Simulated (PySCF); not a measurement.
# Cost of excited-state runs on `NC(=O)[Si@@H]1C[C@@H](CO)O1`, C$_{4}$H$_{9}$NO$_{3}$Si

Molfile (atoms numbered from 1):
```
C4H9NO3Si
     RDKit          3D

 18 18  0  0  0  0  0  0  0  0999 V2000
    2.9995    0.7541   -0.1934 N   0  0  0  0  0  0  0  0  0  0  0  0
    2.5905   -0.5258   -0.0584 C   0  0  0  0  0  0  0  0  0  0  0  0
    3.3612   -1.4629   -0.1130 O   0  0  0  0  0  0  0  0  0  0  0  0
    0.7143   -0.7897    0.2152 Si  0  0  2  0  0  4  0  0  0  0  0  0
   -0.5702   -0.4700   -1.1546 C   0  0  0  0  0  0  0  0  0  0  0  0
   -1.0351    0.6612   -0.2322 C   0  0  1  0  0  0  0  0  0  0  0  0
   -2.3858    0.3985    0.4261 C   0  0  0  0  0  0  0  0  0  0  0  0
   -2.3955   -0.8093    1.1358 O   0  0  0  0  0  0  0  0  0  0  0  0
   -0.0006    0.6189    0.7630 O   0  0  0  0  0  0  0  0  0  0  0  0
    2.3618    1.5142   -0.0362 H   0  0  0  0  0  0  0  0  0  0  0  0
    3.9844    0.9554   -0.2832 H   0  0  0  0  0  0  0  0  0  0  0  0
    0.4722   -1.9545    1.0592 H   0  0  0  0  0  0  0  0  0  0  0  0
   -0.2191   -0.1167   -2.1188 H   0  0  0  0  0  0  0  0  0  0  0  0
   -1.3265   -1.2320   -1.3036 H   0  0  0  0  0  0  0  0  0  0  0  0
   -1.0380    1.6532   -0.6917 H   0  0  0  0  0  0  0  0  0  0  0  0
   -2.6350    1.2407    1.0871 H   0  0  0  0  0  0  0  0  0  0  0  0
   -3.1545    0.3150   -0.3453 H   0  0  0  0  0  0  0  0  0  0  0  0
   -1.7323   -0.7440    1.8324 H   0  0  0  0  0  0  0  0  0  0  0  0
  1  2  1  0
  2  3  2  0
  2  4  1  0
  4  5  1  0
  5  6  1  0
  6  7  1  0
  7  8  1  0
  6  9  1  0
  9  4  1  0
  1 10  1  0
  1 11  1  0
  4 12  1  1
  5 13  1  0
  5 14  1  0
  6 15  1  6
  7 16  1  0
  7 17  1  0
  8 18  1  0
M  END
```

PySCF with density fitting, on 1 thread of an AMD EPYC, shared host. Command: `OMP_NUM_THREADS=1 python excited_run.py task.json out`

Problem. How long does each of these runs take, and how much memory?
- vibronic structure, CAM-B3LYP/def2-SV(P); Tamm-Dancoff; writes grids
- vibronic structure, CAM-B3LYP/def2-SV(P); Tamm-Dancoff; 0 K

Solution. 
| run | level | basis functions | wall time | peak memory (GiB) |
| --- | --- | --- | --- | --- |
| vibronic structure | CAM-B3LYP/def2-SV(P) | 148 | 2.1 min | 0.96 |
| vibronic structure | CAM-B3LYP/def2-SV(P) | 148 | 97 s | 1.1 |

Times from a shared host are rough.
